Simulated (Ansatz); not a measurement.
An input meant for the cluster Sn2H3 (charge 0, doublet).

```yaml
crystal:
  periodic: [false, false, false]
  atoms:
    - {symbol: Sn, position_ang: [-0.260867, 0.108354, -1.470417]}
    - {symbol: Sn, position_ang: [0.136439, 0.266175, 0.353345]}
    - {symbol: H, position_ang: [-0.552889, -0.915748, -1.204369]}
    - {symbol: H, position_ang: [0.560213, 1.256104, 0.976546]}
    - {symbol: H, position_ang: [0.080878, -0.481937, 1.102290]}
basis:
  gaussian: {orbitals: STO-3G}
magnetization: {spin_polarized: true, initial_magnetization: 1}
hamiltonian: {xc: {name: revPBE}, dispersion: d3bjatm}
scf: {omitted_lower_state_checks: [starts]}
```

```sh
$ ansatz run in.yaml --threads 4 --pin off --events-out ev --progress --plain --max-ram 3916MiB
```

Shortened log:

```
Functional definition: revPBE
763 factors; integrals over basis functions are off by at most 3.1e-5 eV
mean field evaluation 1: about -324653.5104 eV, gradient 2.8e1 eV
mean field evaluation 2: about -324656.5664 eV, gradient 1.2e1 eV
mean field evaluation 4: about -324657.5027 eV, gradient 4.2e-1 eV
mean field evaluation 8: about -324657.5017 eV, gradient 1.3e-2 eV
mean field -324657.50173305 eV, -11930.9431279311 hartree, gradient 8.6e-5 eV, S^2 0.756238; 0 other end points of the search recorded, 0 dependent functions left out
reference -324657.50175563 eV, -11930.9431287610 hartree; 52, 51 occupied and 5, 6 virtual orbitals, 763 factors
Total energy: -324657.75995021 eV, -11930.9526172367 hartree
Checks for a lower state left out: starts
```

In this input the geometry is squeezed to about two thirds of its size. The calculation finished and met its thresholds. The result belongs to that input, not to the species as meant.
